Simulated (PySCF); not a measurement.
## Solvent effects on NMR parameters

Atom-mapped SMILES (the numbers label the heavy atoms): `[CH2:1]=[CH:2][C@H:3]([C:4]#[N:5])[c:6]1[cH:7][n:8][s:9][cH:10]1` (H(Xn): hydrogen on atom n). Ha(C1) is cis to C3; Hb(C1) is trans to C3.

GIAO PBE0/pcSseg-1 in PySCF on one PBE0-D3(BJ)/def2-SVP conformer, non-relativistic, equivalent nuclei averaged. Solvents enter as an IEF-PCM continuum (chloroform with ε = 4.7, dichloromethane with ε = 8.9) around the gas-phase geometry. Shifts are referred to TMS, CS2 computed in the same medium.

In chloroform, δ in ppm: C7 163.3, C10 156.4, C2 142.3, C6 138.2, C1 131.4, C4 127.6, C3 37.9, S9 402.4, H(C10) 8.84, H(C7) 8.36, Ha(C1) 5.97, H(C2) 5.95, Hb(C1) 5.86, H(C3) 4.56. Dipole moment 2.86 D.

**Question.** How does each δ change in the more polar medium?

**Answer.** 
```tsv
atoms	environment	Δδ, dichloromethane
C7	aromatic CH next to a ring nitrogen	+0.6
C10	aromatic CH next to the ring sulfur	+0.3
C2	alkene CH	-0.1
C6	substituted aromatic carbon	+0.4
C1	terminal =CH2 carbon	+0.7
C4	nitrile carbon	+0.9
C3	sp3 CH on an aromatic ring	+0.1
S9	aromatic ring sulfur	-0.7
H(C10)	hydrogen on an aromatic CH next to the ring sulfur	+0.04
H(C7)	hydrogen on an aromatic CH next to a ring nitrogen	+0.03
Ha(C1)	hydrogen on a terminal =CH2 carbon	+0.05
H(C2)	hydrogen on an alkene CH	+0.01
Hb(C1)	hydrogen on a terminal =CH2 carbon	+0.04
H(C3)	hydrogen on an sp3 CH on an aromatic ring	+0.09
```

Changes are relative to chloroform. The dipole moment becomes 2.97 D in dichloromethane.

**Question.** Which nuclei move most (in ppm), and what does the model miss?

**Answer.** C4 (nitrile carbon, +0.9 ppm) in dichloromethane. A continuum only polarises the solute; specific hydrogen bonds, the anisotropy of aromatic solvents and changes of geometry or conformer are outside it.
